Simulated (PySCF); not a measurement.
PySCF job for C3H7BO2, SMILES OCB1CCO1, PBE-D3(BJ)/def2-SVP. Geometry optimised at PBE-D3(BJ)/def2-SVP. This is a generated structure with no PubChem entry under its InChIKey; it may be hypothetical. Other conformers were not sampled.

```python
import numpy as np
from pyscf import gto, scf, dft, df
from pyscf.hessian import thermo

mol = gto.M(
    atom='''
    O     2.26358973    0.58952089    0.55180195
    C     1.56814743   -0.24158175   -0.36749308
    B     0.00730996   -0.23614878   -0.20611038
    C    -1.30716379   -0.92911928   -0.78557792
    C    -1.95247840    0.09143493    0.17638721
    O    -0.66559681    0.63845456    0.62925388
    H     1.65581743    1.31497427    0.78601252
    H     1.80258992    0.01475201   -1.43851402
    H     1.94647296   -1.28561560   -0.25883812
    H    -1.53048624   -0.77891385   -1.85967341
    H    -1.47537511   -1.99329846   -0.52975753
    H    -2.50998190   -0.33075146    1.03841814
    H    -2.56056152    0.89139002   -0.29543945
    ''',
    basis='def2-SVP',
    charge=0,
    spin=0,
    max_memory=1600,
    verbose=3,
)
mf = dft.RKS(mol, xc='pbe').density_fit(auxbasis='def2-universal-jkfit')
mf.disp = 'd3bj'
mf.grids.level = 3
mf.conv_tol = 1e-11
mf.max_cycle = 100
mf.kernel()

# [left out here: the lines that compute and print the analytic Hessian (its translational invariance restored by hand, since the grid's response is missing), thermochemistry and intensities]
```

Output:

```
[...]
      11   H                 0.01  0.18  0.14   -0.05  0.13  0.12   -0.01  0.04  0.04
      12   H                 0.05  0.13  0.11   -0.06  0.13  0.13    0.00  0.04  0.03
Mode                                15                  16                  17
Irrep
Freq [cm^-1]                     1114.8737           1126.1294           1148.7094
Reduced mass [au]                   2.0786              1.3990              1.0808
Force const [Dyne/A]                1.5222              1.0453              0.8403
Char temp [K]                    1604.0550           1620.2495           1652.7371
Normal mode                   x     y     z       x     y     z       x     y     z
       0   O                -0.01  0.00 -0.00   -0.00  0.00 -0.01    0.00 -0.00 -0.00
       1   C                 0.03  0.01  0.01    0.00 -0.01  0.02    0.00 -0.00  0.01
       2   B                 0.08  0.10  0.09   -0.00  0.01 -0.01    0.00  0.00 -0.01
       3   C                -0.13 -0.00  0.00    0.00  0.04 -0.04   -0.00  0.04 -0.05
       4   C                 0.02 -0.03 -0.03    0.00 -0.09  0.10    0.00 -0.02  0.02
       5   O                 0.00 -0.05 -0.04   -0.00  0.03 -0.03    0.00 -0.02  0.02
       6   H                -0.13 -0.06 -0.12   -0.01 -0.00 -0.02   -0.02 -0.01 -0.02
       7   H                -0.16  0.05 -0.02    0.03  0.06  0.04    0.01  0.03  0.02
       8   H                -0.27 -0.12 -0.08   -0.01 -0.02 -0.05   -0.03 -0.02 -0.03
       9   H                 0.28 -0.03 -0.09    0.27 -0.19 -0.13    0.24 -0.15 -0.13
      10   H                 0.29 -0.08 -0.04   -0.28  0.14  0.19   -0.24  0.13  0.15
      11   H                 0.11  0.14  0.11   -0.44 -0.01 -0.14    0.22  0.40  0.37
      12   H                 0.11  0.13  0.13    0.43  0.15 -0.02   -0.23 -0.42 -0.37
Mode                                18                  19                  20
Irrep
Freq [cm^-1]                     1168.1466           1212.4794           1287.2365
Reduced mass [au]                   1.2133              1.4458              1.5195
Force const [Dyne/A]                0.9755              1.2523              1.4834
Char temp [K]                    1680.7029           1744.4879           1852.0467
Normal mode                   x     y     z       x     y     z       x     y     z
       0   O                -0.01 -0.00  0.04   -0.00  0.01 -0.02    0.03 -0.03  0.01
       1   C                -0.03 -0.02 -0.07   -0.06 -0.05 -0.00    0.05  0.08  0.03
       2   B                 0.02  0.07  0.02   -0.07  0.05  0.07   -0.11 -0.02 -0.03
       3   C                -0.02 -0.00 -0.00    0.03  0.01  0.01    0.05  0.01  0.01
       4   C                -0.00 -0.03 -0.01   -0.00 -0.05 -0.05   -0.00 -0.05 -0.04
       5   O                 0.00 -0.02 -0.02    0.01 -0.03 -0.03   -0.01  0.00  0.00
       6   H                 0.24  0.13  0.29    0.10  0.05  0.09   -0.37 -0.25 -0.32
       7   H                -0.32 -0.35 -0.23    0.53  0.23  0.21   -0.19 -0.17 -0.11
       8   H                 0.44  0.20  0.30    0.20  0.03 -0.09    0.08  0.10  0.12
       9   H                 0.09 -0.02 -0.03   -0.07  0.08  0.04   -0.02  0.17  0.05
      10   H                -0.05  0.01  0.02   -0.03  0.04  0.08   -0.04  0.07  0.17
      11   H                 0.04  0.11  0.08    0.18  0.21  0.19    0.13  0.18  0.15
      12   H                 0.08  0.07  0.06    0.15  0.19  0.18    0.14  0.18  0.16
Mode                                21                  22                  23
Irrep
Freq [cm^-1]                     1333.5605           1353.0607           1373.5644
Reduced mass [au]                   1.8329              1.2253              1.3961
Force const [Dyne/A]                1.9205              1.3217              1.5519
Char temp [K]                    1918.6966           1946.7530           1976.2534
Normal mode                   x     y     z       x     y     z       x     y     z
       0   O                 0.02 -0.02 -0.00   -0.03  0.01 -0.01   -0.01 -0.01 -0.01
       1   C                -0.02  0.02  0.00    0.07 -0.03 -0.01    0.09 -0.03 -0.03
       2   B                -0.06  0.10  0.09   -0.05  0.01  0.01   -0.11  0.02  0.02
       3   C                -0.01 -0.02 -0.02    0.01 -0.06 -0.05    0.03  0.04  0.03
       4   C                 0.01  0.06  0.06   -0.01  0.01  0.01    0.00  0.01  0.00
       5   O                 0.04 -0.06 -0.06    0.01 -0.01 -0.01    0.01 -0.02 -0.02
       6   H                -0.24 -0.17 -0.19    0.19  0.13  0.16    0.07  0.03  0.05
       7   H                 0.12 -0.08  0.01   -0.15  0.17 -0.01   -0.22  0.43  0.03
       8   H                 0.25  0.13  0.04   -0.20 -0.11  0.09   -0.16 -0.05  0.44
       9   H                 0.00  0.06 -0.01    0.04  0.54  0.04   -0.05 -0.28  0.00
      10   H                 0.00 -0.01  0.06    0.07  0.09  0.53   -0.06 -0.03 -0.28
      11   H                -0.07 -0.32 -0.18   -0.07 -0.02 -0.04    0.13 -0.11  0.02
      12   H                -0.07 -0.21 -0.29   -0.07 -0.05 -0.01    0.12  0.01 -0.12
Mode                                24                  25                  26
Irrep
Freq [cm^-1]                     1408.9996           1447.9527           2835.8056
Reduced mass [au]                   1.3154              1.2763              1.0741
Force const [Dyne/A]                1.5386              1.5766              5.0891
Char temp [K]                    2027.2367           2083.2816           4080.0928
Normal mode                   x     y     z       x     y     z       x     y     z
       0   O                -0.03  0.01  0.00   -0.01  0.00 -0.00   -0.00 -0.00 -0.00
       1   C                 0.08  0.02  0.03    0.04  0.00  0.01    0.02  0.01 -0.07
       2   B                -0.10  0.01  0.02   -0.08  0.03  0.03   -0.00  0.00 -0.00
       3   C                 0.02  0.02  0.01    0.01  0.02  0.02    0.00 -0.00  0.00
       4   C                -0.02  0.01  0.01    0.08 -0.02 -0.02    0.00 -0.00  0.00
       5   O                 0.01 -0.02 -0.02    0.03 -0.02 -0.02   -0.00  0.00  0.00
       6   H                 0.19  0.14  0.16    0.03  0.02  0.03    0.01 -0.01 -0.00
       7   H                -0.02 -0.43 -0.12   -0.02 -0.08 -0.03   -0.22 -0.24  0.90
       8   H                -0.12 -0.14 -0.53   -0.03 -0.04 -0.10   -0.01  0.08 -0.03
       9   H                -0.03 -0.09  0.01   -0.02 -0.13  0.00   -0.00  0.00 -0.01
      10   H                -0.03  0.00 -0.09   -0.03 -0.01 -0.13   -0.00 -0.00  0.00
      11   H                 0.19 -0.15  0.05   -0.46  0.32 -0.18    0.00  0.00  0.00
      12   H                 0.18  0.04 -0.16   -0.45 -0.17  0.36    0.00  0.00 -0.00
Mode                                27                  28                  29
Irrep
Freq [cm^-1]                     2957.5336           2982.1967           3022.4643
Reduced mass [au]                   1.0834              1.0572              1.0623
Force const [Dyne/A]                5.5832              5.5397              5.7176
Char temp [K]                    4255.2323           4290.7171           4348.6531
Normal mode                   x     y     z       x     y     z       x     y     z
       0   O                -0.00  0.00 -0.00    0.00  0.00  0.00   -0.00 -0.00 -0.00
       1   C                 0.03 -0.07  0.01    0.00 -0.00 -0.00    0.00 -0.00 -0.00
       2   B                -0.00 -0.00  0.00   -0.00  0.00  0.00    0.00  0.00  0.00
       3   C                 0.00  0.00 -0.00   -0.00 -0.00 -0.00   -0.02 -0.05 -0.04
       4   C                -0.00  0.00  0.00    0.06 -0.02 -0.02   -0.00  0.00  0.00
       5   O                -0.00  0.00  0.00    0.00  0.00  0.00   -0.00  0.00  0.00
       6   H                 0.01 -0.01  0.01   -0.00 -0.00 -0.00    0.00  0.00  0.00
       7   H                 0.03  0.00 -0.06    0.00  0.00  0.00   -0.00 -0.00  0.00
       8   H                -0.34  0.89 -0.10   -0.00  0.00 -0.00   -0.00  0.01 -0.00
       9   H                -0.00  0.00 -0.00    0.01 -0.01  0.04    0.13 -0.11  0.66
      10   H                -0.00 -0.01  0.00    0.01  0.04 -0.01    0.10  0.65 -0.17
      11   H                 0.00  0.00 -0.00   -0.32 -0.27  0.53    0.02  0.02 -0.03
      12   H                 0.00 -0.00  0.00   -0.36  0.50 -0.31    0.02 -0.03  0.02
Mode                                30                  31                  32
Irrep
Freq [cm^-1]                     3046.8826           3083.4506           3695.3929
Reduced mass [au]                   1.1142              1.1063              1.0670
Force const [Dyne/A]                6.0945              6.1970              8.5847
Char temp [K]                    4383.7858           4436.3989           5316.8476
Normal mode                   x     y     z       x     y     z       x     y     z
       0   O                -0.00 -0.00  0.00   -0.00  0.00 -0.00   -0.04  0.05  0.02
       1   C                -0.00  0.00 -0.00    0.00 -0.00  0.00   -0.00  0.00 -0.00
       2   B                 0.00 -0.00  0.00    0.00 -0.00  0.00    0.00 -0.00 -0.00
       3   C                -0.00  0.01 -0.01    0.00 -0.06  0.07   -0.00  0.00  0.00
       4   C                 0.00 -0.06  0.07    0.00 -0.01  0.01   -0.00 -0.00 -0.00
       5   O                -0.00  0.00 -0.00   -0.00  0.00 -0.00    0.00  0.00  0.00
       6   H                -0.00 -0.00  0.00    0.00 -0.00  0.00    0.59 -0.72 -0.24
       7   H                 0.00 -0.00  0.00    0.00  0.00 -0.00   -0.00  0.00 -0.01
       8   H                 0.00 -0.00  0.00   -0.00  0.00 -0.00    0.00 -0.01  0.00
       9   H                 0.03 -0.02  0.11   -0.14  0.08 -0.64    0.00  0.00  0.00
      10   H                -0.02 -0.11  0.03    0.11  0.63 -0.15    0.00  0.00  0.00
      11   H                 0.33  0.25 -0.52    0.06  0.04 -0.09    0.00  0.00  0.00
      12   H                -0.35  0.47 -0.28   -0.06  0.09 -0.05    0.00  0.00  0.00
temperature 298.1500 [K]
pressure 101325.00 [Pa]
Rotational constants [GHz] 8.95619 2.27330 1.88138
Symmetry number 1
Zero-point energy (ZPE) 0.10182 [Eh]   267320.567 [J/mol]
                           tot       elec      trans        rot        vib
Entropy [J/mol/K]       338.743      0.000    164.284    111.007     63.452
Cv [J/mol/K]             99.575      0.000     12.472     12.472     74.632
Cp [J/mol/K]            107.890      0.000     20.786     12.472     74.632
Internal energy [J/mol]                      3718.434   3718.434 277964.089
Internal energy [Eh]   -293.16133  -293.27003
Enthalpy [J/mol]                             6197.391   3718.434 277964.089
Enthalpy [Eh]          -293.16038
Gibbs free energy [J/mol]                  -42783.918 -29378.202 259045.955
Gibbs free energy [Eh] -293.19885
mode   freq/cm-1   IR/(km/mol)
   1       97.56         0.713
   2      136.47        12.774
   3      156.93         1.081
   4      238.00       100.295
   5      320.51         0.230
   6      394.51         2.904
   7      620.40         2.485
   8      642.70         4.051
   9      786.57         4.103
  10      812.13        10.979
  11      925.58        23.332
  12      935.30        67.408
  13      946.75         1.058
  14     1022.80        37.930
  15     1057.86        92.156
  16     1114.87        31.772
  17     1126.13         0.290
  18     1148.71         0.408
  19     1168.15        23.818
  20     1212.48        23.842
  21     1287.24        86.681
  22     1333.56        44.340
  23     1353.06        46.895
  24     1373.56        81.937
  25     1409.00        23.528
  26     1447.95        16.819
  27     2835.81        54.437
  28     2957.53        19.705
  29     2982.20        55.844
  30     3022.46         3.172
  31     3046.88        17.371
  32     3083.45         5.286
  33     3695.39        25.951
max |gradient| / (hartree/bohr): 7.20631199505975e-05
APT charges: [-0.5463  0.1747  0.761  -0.2603  0.4188 -0.7145  0.2606 -0.062  -0.0113
  0.0316  0.0333 -0.0426 -0.0431]
```

Self-consistency was reached.
